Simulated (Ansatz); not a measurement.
Input for Ansatz (an electronic-structure program): R-B97M-V/def2-TZVPPD on HCl (SMILES Cl). Files ending in .json are basis or fitting sets from the Basis Set Exchange.

Ansatz 0.2 input:
```yaml
crystal:
  periodic: [false, false, false]
  atoms:
    - {symbol: Cl, position_ang: [0.79746474, 0.13762969, -0.34274770]}
    - {symbol: H, position_ang: [0.13752895, -0.23834519, 0.73026546]}
basis:
  gaussian:
    orbitals: def2-TZVPPD.json
hamiltonian:
  xc: {name: B97M-V}
scf: {lower_state_search: off}
```

It printed:

```
WARN ansatz: RAYON_NUM_THREADS=1 ignored (pool sized by the plan → 1); use --threads N
Functional definition: B97M-V
these checks for a lower state are left out or cut short: stability, starts, cluster_reference, orbital_swaps, neighbouring_geometries, increment
integrals: 0.01 GiB planned
383 factors; their error is unknown
mean field: 0.14 GiB planned
mean field evaluation 1: about -12535.9870 eV, gradient 1.0e1 eV
mean field evaluation 2: about -12536.0283 eV, gradient 1.0e1 eV
mean field evaluation 4: about -12536.2431 eV, gradient 5.7e-1 eV
mean field evaluation 8: about -12536.2384 eV, gradient 2.0e-3 eV
mean field -12536.23840485 eV, -460.6982640108 hartree, gradient 6.0e-6 eV, S^2 0.000000; 0 other end points of the search recorded, 0 dependent functions left out
reference -12536.23847603 eV, -460.6982666266 hartree; 9, 9 occupied and 59, 59 virtual orbitals, 383 factors
Total energy: -12536.23847603 eV, -460.6982666266 hartree
Checks for a lower state left out: stability, starts, cluster_reference, orbital_swaps, neighbouring_geometries, increment
```

The run converged.

Cost: around 0.6 core-seconds (rough).
